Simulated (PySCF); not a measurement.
UHF on V (vanadium, neutral)

Configuration: [Ar] 3d5, high-spin 6S determinant (an excited configuration). Calculation: PySCF 2.14, in x2c-TZVPPall with one added diffuse shell each of s, p, d, f type (7s6p5d3f1g, 80 functions); the spin-free X2C one-electron Hamiltonian (Gaussian nucleus).

| Property | Result |
| --- | --- |
| Total energy | -947.995849 hartree |
| One-electron energy | -1307.2830 hartree |
| Hartree (Coulomb) energy | 404.1332 hartree |
| Exchange energy | -44.8461 hartree |
| ⟨S²⟩ | 8.7504 |
| ⟨L²⟩ | 0.000 |
| Sum of ⟨r⟩ | 19.51 bohr |
| Sum of ⟨r²⟩ | 33.45 bohr² |
| Langevin diamagnetic susceptibility | -26.5 ×10⁻⁶ cm³/mol |

| shell | electrons | mean orbital energy (hartree) | rms radius, mean of both spins (bohr) |
| --- | --- | --- | --- |
| 1s β | 1 | -202.60366 | 0.0768 |
| 1s α | 1 | -202.60155 | 0.0768 |
| 2s α | 1 | -23.87771 | 0.332 |
| 2s β | 1 | -23.81458 | 0.332 |
| 2p α | 3 | -19.78905 | 0.303 |
| 2p β | 3 | -19.72547 | 0.303 |
| 3s α | 1 | -3.04834 | 1.03 |
| 3s β | 1 | -2.79111 | 1.03 |
| 3p α | 3 | -1.90739 | 1.13 |
| 3p β | 3 | -1.58167 | 1.13 |
| 3d α | 5 | -0.19230 | 2.14 |

Densities and radii are taken from the X2C orbitals without a picture-change correction, which distorts them close to the nucleus.

Spin-orbit constants ζ (cm⁻¹) from the X2C one-electron operator on these orbitals: bare nucleus, nucleus screened by l(l+1)(2l+1)/3 electrons, and screened by the Breit-Pauli mean field of the electrons.

| shell | bare | screened nucleus | mean field |
| --- | --- | --- | --- |
| 2p | 40590 | 37060 | 35430 |
| 3p | 4379 | 3998 | 3795 |
| 3d | 244.1 | 138.0 | 116.8 |
